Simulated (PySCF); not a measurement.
C7H11O (doublet state).
Structure used (GFN2-xTB), in Å, numbered top down from 1:
```
atom  x, y, z in Å
C1     3.157   -0.161   -0.079
O2     2.069    0.565    0.438
C3     0.833    0.059    0.197
C4     0.445   -1.073   -0.490
C5    -0.927   -1.193   -0.483
C6    -1.564   -0.049    0.247
C7    -2.514    0.748   -0.653
C8    -0.362    0.791    0.731
H9     4.054    0.383    0.212
H10    3.191   -1.172    0.338
H11    3.107   -0.227   -1.171
H12    1.111   -1.772   -0.966
H13   -1.496   -1.974   -0.948
H14   -2.147   -0.417    1.100
H15   -1.981    1.126   -1.522
H16   -2.940    1.589   -0.110
H17   -3.327    0.113   -0.998
H18   -0.319    0.862    1.820
H19   -0.399    1.812    0.344
```

The hyperfine couplings belong to this conformer and change with its torsions.

As a line formula: `COC1=C[CH][C@H](C)C1` [radical].

Theory: UKS B3LYP, pcH-1 on C H O, non-relativistic, mean-field spin-orbit, GIAO in PySCF. The structure is a single GFN2-xTB conformer in the gas phase; no vibrational or solvent corrections. Couplings are sensitive to structure, and on GFN2-xTB geometries they can be far from those on DFT ones. Stability of the SCF solution: not tested.

Question: The isotropic 13C couplings are +56.9, +49.1, +47.1, -43.5, -19.4, -16.8, -2.7 MHz. Assign them to C1; C3; C4; C5; C6; C7; C8.

Answer: 
| site | a_iso (MHz) | ρ(0) (bohr⁻³) | position | distance from C5 (Å) | spin population | largest \|T\| (MHz) |
| --- | --- | --- | --- | --- | --- | --- |
| C1 | -2.7 | -0.0024 | 2 bonds from C3 | 4.23 | -0.01 | 1.4 |
| C3 | +49.1 | +0.0437 | a main spin site | 2.26 | +0.49 | 88.7 |
| C4 | -43.5 | -0.0387 | 1 bond from C5 | 1.38 | -0.21 | 22.8 |
| C5 | +56.9 | +0.0507 | largest spin population | 0.00 | +0.68 | 105.8 |
| C6 | -19.4 | -0.0172 | 1 bond from C5 | 1.50 | -0.05 | 0.6 |
| C7 | +47.1 | +0.0419 | 2 bonds from C5 | 2.51 | +0.02 | 4.5 |
| C8 | -16.8 | -0.0150 | 1 bond from C3 | 2.39 | -0.04 | 0.8 |

Question: Match the computed a_iso(1H) values +58.4, +54.9, +50.0, -44.5, +8.8, +4.0, +0.2 MHz (means over equivalent nuclei) with the sites H9/H10/H11; H12; H13; H14; H15/H16/H17; H18; H19.

Answer: 
| site | a_iso (MHz) | ρ(0) (bohr⁻³) | position | distance from C5 (Å) | bound to | spin population there | largest \|T\| (MHz) |
| --- | --- | --- | --- | --- | --- | --- | --- |
| H9/H10/H11 | +4.0 | +0.0009 | 3 bonds from C3 | 4.56 | C1 | -0.01 | 4.0 |
| H12 | +8.8 | +0.0020 | 2 bonds from C5, on C4 of spin population -0.21 | 2.17 | C4 | -0.21 | 4.5 |
| H13 | -44.5 | -0.0100 | 1 bond from C5 | 1.07 | C5 | +0.68 | 26.6 |
| H14 | +58.4 | +0.0131 | 2 bonds from C5 | 2.14 | C6 | -0.05 | 5.9 |
| H15/H16/H17 | +0.2 | 0.0000 | 3 bonds from C5 | 2.99 | C7 | +0.02 | 4.2 |
| H18 | +54.9 | +0.0123 | 2 bonds from C3 | 3.15 | C8 | -0.04 | 4.9 |
| H19 | +50.0 | +0.0112 | 2 bonds from C3 | 3.16 | C8 | -0.04 | 4.8 |

ρ(0) is the spin density at the nucleus and T the dipolar tensor; entries for several nuclei are means. Largest spin populations (Mulliken): C5 (+0.68), C3 (+0.49), C4 (-0.21) and O2 (+0.06). The positive populations add up to 1.35 and the negative ones to -0.35, together 2S = 1. The angles at C5 add up to 360.0°, so it is planar; its axial dipolar tensor and the negative coupling of its proton fit spin in a p orbital normal to that plane. Main spin sites, with 60 % or more of the largest population: C3, C5; positions count bonds from the nearest.

β density exceeds α density at some nuclei, such as C4 (-0.0387), C6 (-0.0172) and C8 (-0.0150), spin density in bohr⁻³. In a single determinant that takes different orbitals for the two spins, that is spin polarisation.

Nuclei that the bonding pattern makes equivalent are averaged, as if the motion that swaps them (rotation, inversion, ring flip) were fast. The three 1H nuclei of mean +4.0 MHz run from -1.2 to 6.6 MHz in the frozen geometry. The three 1H nuclei of mean +0.2 MHz run from -1.9 to 4.2 MHz in the frozen geometry.
